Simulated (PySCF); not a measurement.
Species: C₄HF₅.
SMILES with atom numbers: `[CH:1]#[C:2][C:3]([F:4])([F:5])[C:6]([F:7])([F:8])[F:9]` (hydrogens: H10 on C1)

The same species was optimised twice, with GFN2-xTB and with PBE0-D3(BJ)/def2-SVP (PySCF), and the same property calculations (PySCF, gas phase) were run on both structures.

```csv
coordinate,GFN2-xTB,PBE0-D3(BJ)/def2-SVP,change
C3–C6 (Å),1.559,1.547,-0.012
C1≡C2 (Å),1.196,1.207,+0.011
C3–F5 (Å),1.355,1.345,-0.010
C2–C3 (Å),1.454,1.464,+0.010
C3–F4 (Å),1.355,1.345,-0.010
C6–F9 (Å),1.334,1.325,-0.009
C6–F7 (Å),1.334,1.326,-0.008
C6–F8 (Å),1.328,1.323,-0.005
C2–C3–C6 (°),110.3,112.4,+2.1
C3–C6–F8 (°),112.1,109.9,-2.2
F4–C3–F5 (°),106.4,108.1,+1.7
F7–C6–F9 (°),107.5,109.0,+1.5
C2–C3–F4 (°),111.9,110.8,-1.1
C2–C3–F5 (°),111.8,110.8,-1.0
F7–C6–F8 (°),107.9,109.0,+1.1
F8–C6–F9 (°),107.9,108.9,+1.0
C2–C3–C6–F7 (°),-59,-59,0
```

Rotational constants: A = 2203, B = 1521, C = 1315 MHz (GFN2-xTB) against A = 2253, B = 1510, C = 1329 MHz (PBE0-D3(BJ)/def2-SVP). Point groups within 0.08 Å: Cs and Cs. Atoms that the bonding makes alike are paired by their places after alignment.

On the GFN2-xTB structure: lowest singlet, TDDFT (eV) 6.43 [B3LYP/def2-SVPD]; isotropic polarisability (au) 50.6 [B3LYP/def2-SVPD]; HOMO (eV) -9.26 [B3LYP/def2-SVPD]; LUMO (eV) -1.05 [B3LYP/def2-SVPD]; dipole (D) 2.58 [B3LYP/def2-SVPD]; HOMO (eV) -9.46 [PBE0/pcSseg-1]; LUMO (eV) -0.65 [PBE0/pcSseg-1]; dipole (D) 2.51 [PBE0/pcSseg-1]; GIAO shielding of C1 (ppm) 97.3 [PBE0/pcSseg-1]; GIAO shielding of C2 (ppm) 110.6 [PBE0/pcSseg-1]; GIAO shielding of C3 (ppm) 75.2 [PBE0/pcSseg-1]; GIAO shielding of F4/F5 (mean) (ppm) 290.6 [PBE0/pcSseg-1]; GIAO shielding of C6 (ppm) 58.5 [PBE0/pcSseg-1]; GIAO shielding of F7/F8/F9 (mean) (ppm) 266.9 [PBE0/pcSseg-1].

Q: What do these properties become on the PBE0-D3(BJ)/def2-SVP structure?

A: 
| property | level | on GFN2-xTB | on PBE0-D3(BJ)/def2-SVP | change |
| --- | --- | --- | --- | --- |
| lowest singlet, TDDFT (eV) | B3LYP/def2-SVPD | 6.43 | 6.39 | -0.04 |
| isotropic polarisability (au) | B3LYP/def2-SVPD | 50.6 | 50.7 | +0.1 |
| HOMO (eV) | B3LYP/def2-SVPD | -9.26 | -9.14 | +0.12 |
| LUMO (eV) | B3LYP/def2-SVPD | -1.05 | -0.91 | +0.14 |
| dipole (D) | B3LYP/def2-SVPD | 2.58 | 2.48 | -0.10 |
| energy, GFN2-xTB geometry as zero (kcal/mol) | B3LYP/def2-SVPD | 0.0 | -0.5 | -0.5 |
| HOMO (eV) | PBE0/pcSseg-1 | -9.46 | -9.34 | +0.12 |
| LUMO (eV) | PBE0/pcSseg-1 | -0.65 | -0.50 | +0.15 |
| dipole (D) | PBE0/pcSseg-1 | 2.51 | 2.41 | -0.10 |
| energy, GFN2-xTB geometry as zero (kcal/mol) | PBE0/pcSseg-1 | 0.0 | -0.6 | -0.6 |
| GIAO shielding of C1 (ppm) | PBE0/pcSseg-1 | 97.3 | 97.6 | +0.3 |
| GIAO shielding of C2 (ppm) | PBE0/pcSseg-1 | 110.6 | 109.3 | -1.3 |
| GIAO shielding of C3 (ppm) | PBE0/pcSseg-1 | 75.2 | 76.8 | +1.6 |
| GIAO shielding of F4/F5 (mean) (ppm) | PBE0/pcSseg-1 | 290.6 | 296.8 | +6.2 |
| GIAO shielding of C6 (ppm) | PBE0/pcSseg-1 | 58.5 | 60.8 | +2.3 |
| GIAO shielding of F7/F8/F9 (mean) (ppm) | PBE0/pcSseg-1 | 266.9 | 274.3 | +7.4 |

The heavy atoms differ by 0.036 Å rms after alignment (one structure mirrored). Among bonds between heavy atoms C1≡C2 and C3–C6 change most and about equally (-0.012 to +0.011 Å). Changes are differences of the printed values. Neither structure is proved a minimum here.

Shape of the structure used: `[CH:1]#[C:2][C:3]([F:4])([F:5])[C:6]([F:7])([F:8])[F:9]`: C2–C3–C6–F7 -59°.
